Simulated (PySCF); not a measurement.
Atom-mapped SMILES (the numbers label the heavy atoms): `[OH:1][B:2]([OH:3])[F:4]` (H(Xn): hydrogen on atom n).

Geometry: PBE0-D3(BJ)/def2-SVP; GIAO absolute shieldings from PySCF 2.14, gas phase, non-relativistic, averaged over equivalent atoms.

At PBE0/pcSseg-1 (78 basis functions, 4 s wall time on 1 thread of an Arm Neoverse V2, shared host):
```json
{"atoms": "O1/O3", "σ (ppm)": "252.8"}
{"atoms": "B2", "σ (ppm)": "83.4"}
{"atoms": "F4", "σ (ppm)": "302.0"}
{"atoms": "H(O1)/H(O3)", "σ (ppm)": "28.24"}
```

**Question.** What do these become at KT3/pcSseg-2?

**Answer.** 
```json
{"atoms": "O1/O3", "σ at KT3/pcSseg-2": "250.4", "change": "-2.4"}
{"atoms": "B2", "σ at KT3/pcSseg-2": "83.9", "change": "+0.5"}
{"atoms": "F4", "σ at KT3/pcSseg-2": "300.0", "change": "-2.0"}
{"atoms": "H(O1)/H(O3)", "σ at KT3/pcSseg-2": "28.75", "change": "+0.51"}
```

The largest change is at O1/O3 (oxygen bonded to B, H). Cost: 172 basis functions, 9.5 s wall time on 1 thread of an Arm Neoverse V2, shared host.
